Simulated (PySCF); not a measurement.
# Nuclear quadrupole coupling in cyclo-(H2SiS)2

Species: cyclo-(H2SiS)2.
Geometry (PBE0-D3(BJ)/def2-SVP, Å), atoms numbered from 1 in this order:
```
atom  x, y, z in Å
Si1   -0.0321   -0.6577   -1.2381
H2    -1.1395   -0.5808   -2.2316
H3     1.0367   -1.5487   -1.7703
S4    -0.7188   -1.2904    0.7036
Si5    0.0318    0.6578    1.2381
H6    -1.0351    1.5493    1.7730
H7     1.1410    0.5789    2.2295
S8     0.7160    1.2916   -0.7042
```

Field gradients from the PBE0/pcSseg-1 density (PySCF, non-relativistic), principal values in atomic units, ordered |Vxx| ≤ |Vyy| ≤ |Vzz|:

```tsv
atom	Vxx	Vyy	Vzz
S4	0.4240	1.2868	-1.7108
S8	0.4239	1.2868	-1.7107
```

Task: Find the asymmetry η = (Vxx − Vyy)/Vzz and the couplings χ = eQV/h (234.96 MHz × Q in barn × V in au), with Q(33S) = −0.0678 b.

Result: 
```json
{"atom": "S4", "environment": "sulfur bonded to 2 Si", "nucleus": "33S", "η": "0.50", "χzz (MHz)": "27.25", "χxx (MHz)": "-6.75", "χyy (MHz)": "-20.50"}
{"atom": "S8", "environment": "sulfur bonded to 2 Si", "nucleus": "33S", "η": "0.50", "χzz (MHz)": "27.25", "χxx (MHz)": "-6.75", "χyy (MHz)": "-20.50"}
```

The tensor is traceless: Vxx + Vyy + Vzz = 0.

Task: What is Vzz at S8 in SI units (1 au = 9.71736 × 10²¹ V/m²)?

Result: -1.7107 au = -16.623 × 10²¹ V/m².

Task: And the gradient at the other heavy atoms, for which no coupling is worked out here?

Result: 
| atom | environment | Vzz (au) | η |
| --- | --- | --- | --- |
| Si1 | silicon bonded to 2 S and 2 H | 0.591 | 0.88 |
| Si5 | silicon bonded to 2 S and 2 H | 0.591 | 0.88 |

Task: What couplings would deuterons (Q(2H) = 0.00286 b) have in place of the hydrogens, at this geometry?

Result: 
```tsv
atom	bonded to	bond length (Å)	Vzz (au)	η	χzz (kHz)
H2	Si1	1.490	0.1386	0.02	93
H3	Si1	1.490	0.1386	0.02	93
H6	Si5	1.490	0.1386	0.02	93
H7	Si5	1.490	0.1386	0.02	93
```

One conformer (not necessarily the lowest) at the PBE0-D3(BJ)/def2-SVP geometry, without solvent, vibrations or thermal averaging. With a basis this small, the couplings can be 20 % off.
